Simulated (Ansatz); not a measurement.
A nudged elastic band was laid between two geometries of H$_{5}$O$_{2}$PSi (9 atoms, charge 0, multiplicity 1).

All numbers below come from Ansatz, UKS BLYP/STO-3G.

```json
{
 "movable images": "7",
 "climbing image": "yes",
 "spring": "5.0 eV/Å²",
 "optimiser": "quadratic models (default)",
 "start path": "through a guess of the saddle point",
 "force threshold": "0.05 eV/Å",
 "iteration limit": "60",
 "end points": "relaxed"
}
```

Initial state:

```xyz
9
Properties=species:S:1:pos:R:3
O 0.171 1.137 -2.118
Si 0.616 0.677 -0.514
O -0.517 -0.565 -0.052
P -0.184 -1.121 1.603
H -0.792 1.513 -2.000
H 0.577 1.798 0.442
H 1.997 0.209 -0.631
H -0.210 -2.520 1.269
H -1.570 -1.176 1.985
```

Final state:

```xyz
9
Properties=species:S:1:pos:R:3
O -0.014 1.311 -1.333
Si 1.434 0.695 -0.251
O 0.042 -0.632 -0.117
P -0.815 -0.547 1.464
H -0.497 2.029 -0.754
H -0.453 0.226 -0.864
H 1.961 -0.054 -1.448
H 0.106 -1.420 2.130
H -1.675 -1.655 1.157
```

Q: Which bonds break or form, and what moves?

A: Bonds broken: Si2–H6. H5O2PSi becomes H + H4O2PSi.

Q: What energy profile does the band end with?

A: It converged. The highest image is number 2 of 0 to 8, 2.65 eV above the first end and 1.59 eV above the last; the last end lies 1.05 eV above the first. The profile has 2 maxima (images 2, 6) with wells between them (image 3): this band takes more than one step, which may be the mechanism or a detour left from its start path. Neighbouring images differ by up to 2.6 eV, so the band resolves the path poorly. A vibrational analysis at the climbing image gives one clearly imaginary mode, 1077i cm⁻¹: a first-order saddle point. The orbitals stay closed-shell, which can raise the energy where a bond breaks towards radicals; this wasn't checked here. Limits of this set-up: minimal basis.

```json
{"image": "0", "path coordinate (Å)": "0.00", "energy (eV)": "0.00", "Si2–H6 (Å)": "1.47"}
{"image": "1", "path coordinate (Å)": "1.19", "energy (eV)": "0.07", "Si2–H6 (Å)": "1.47"}
{"image": "2", "path coordinate (Å)": "2.39", "energy (eV)": "2.65", "Si2–H6 (Å)": "1.60"}
{"image": "3", "path coordinate (Å)": "4.00", "energy (eV)": "1.77", "Si2–H6 (Å)": "2.46"}
{"image": "4", "path coordinate (Å)": "5.61", "energy (eV)": "1.79", "Si2–H6 (Å)": "2.48"}
{"image": "5", "path coordinate (Å)": "7.22", "energy (eV)": "1.88", "Si2–H6 (Å)": "2.54"}
{"image": "6", "path coordinate (Å)": "8.82", "energy (eV)": "1.90", "Si2–H6 (Å)": "2.58"}
{"image": "7", "path coordinate (Å)": "10.42", "energy (eV)": "1.39", "Si2–H6 (Å)": "2.09"}
{"image": "8", "path coordinate (Å)": "12.03", "energy (eV)": "1.05", "Si2–H6 (Å)": "2.04"}
```

Q: What is the geometry of the highest image?

A: 
```xyz
9
Properties=species:S:1:pos:R:3
O 0.229 0.623 -2.138
Si 0.780 1.046 -0.540
O -0.597 0.226 0.540
P -0.090 -1.163 1.571
H -0.530 1.306 -2.336
H 0.032 1.442 0.821
H 1.877 0.062 -0.418
H -0.178 -2.122 0.504
H -1.434 -1.466 1.979
```

Time of the run: 9.1 min on 1 thread of Arm Neoverse V1, with other jobs on the host, peak memory 0.11 GiB.
